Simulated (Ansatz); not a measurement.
BNH4F2, singlet: at a first-order saddle point.

The input file, in.yaml:

```yaml
crystal:
  periodic: [false, false, false]
  atoms:
    - {symbol: B, position_ang: [-0.618455, -0.253228, -0.033893]}
    - {symbol: N, position_ang: [0.906613, 0.022424, -0.038776]}
    - {symbol: F, position_ang: [-1.148217, -0.459097, -1.256531]}
    - {symbol: F, position_ang: [-1.039206, -1.027572, 0.986506]}
    - {symbol: H, position_ang: [0.047214, 1.010388, 0.251956]}
    - {symbol: H, position_ang: [-0.977335, 1.085515, 0.322755]}
    - {symbol: H, position_ang: [1.454001, -0.393228, 0.700653]}
    - {symbol: H, position_ang: [1.375485, 0.014798, -0.932670]}
basis:
  gaussian: {orbitals: def2-TZVPP}
hamiltonian: {xc: {name: B3LYP}, dispersion: d4}
```

Launched with

```bash
ansatz run in.yaml --threads 2 --pin off --events-out ev --progress --plain --max-ram 4352MiB
```

What Ansatz 0.2.0 printed:

```
Functional definition: B3LYP
  name "B3LYP"
  cite "Stephens, Devlin, Chabalowski & Frisch, J. Phys. Chem. 98, 11623 (1994) doi:10.1021/j100096a001"
  cite "Becke, Phys. Rev. A 38, 3098 (1988) doi:10.1103/PhysRevA.38.3098"
  cite "Lee, Yang & Parr, Phys. Rev. B 37, 785 (1988) doi:10.1103/PhysRevB.37.785"
  cite "Vosko, Wilk & Nusair, Can. J. Phys. 58, 1200 (1980) doi:10.1139/p80-159"
  parameter a0 = 0.2
  parameter ax = 0.72
  parameter ac = 0.81
  exchange = (1 - a0 - ax)*slater_x + ax*b88_x + a0*exact_x
  correlation = (1 - ac)*vwn_rpa_c + ac*lyp_c
872 factors; their error is unknown
mean field evaluation 1: about -7663.4956 eV, gradient 6.8e1 eV
mean field evaluation 2: about -7653.8769 eV, gradient 9.6e1 eV
mean field evaluation 4: about -7670.9795 eV, gradient 3.5e0 eV
mean field evaluation 8: about -7670.9971 eV, gradient 2.7e-2 eV
mean field evaluation 16: about -7671.0133 eV, gradient 8.3e-5 eV
mean field -7671.01328884 eV, -281.9045387654 hartree, gradient 8.3e-5 eV, S^2 0.000000; 0 other end points of the search recorded, 0 dependent functions left out
reference -7671.01351373 eV, -281.9045470298 hartree; 17, 17 occupied and 163, 163 virtual orbitals, 872 factors
Total energy: -7671.16729107 eV, -281.9101982430 hartree
```

The run took about 1.7 s on 2 CPU threads of an Intel Xeon Platinum 8488C (shared host).
